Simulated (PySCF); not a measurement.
Method: PBE-D3(BJ)/def2-TZVP // r2SCAN-D4/def2-TZVP (PySCF). Isolated molecules, 0 K electronic values unless said otherwise. One relaxed conformer stands for a flexible species; it need not be the lowest. Delta-SCF ions had no search for a lower state. 

Reference species (SMILES): `O[Si](=[SiH2])[SiH3]` (H–O–Si–Si torsion 29°) (neutral, multiplicity 1).

* **vertical ionisation energy (Delta-SCF)**: 7.62 eV
* **S1 oscillator strength**: 0.003

Changed species: `O=[Si]([SiH3])[SiH3]`.

Q: Give the shifts of the vertical ionisation energy (Delta-SCF) and S1 oscillator strength.

A: the vertical ionisation energy (Delta-SCF) rises by 1.25 eV, to 8.87 eV; the S1 oscillator strength stays essentially unchanged.
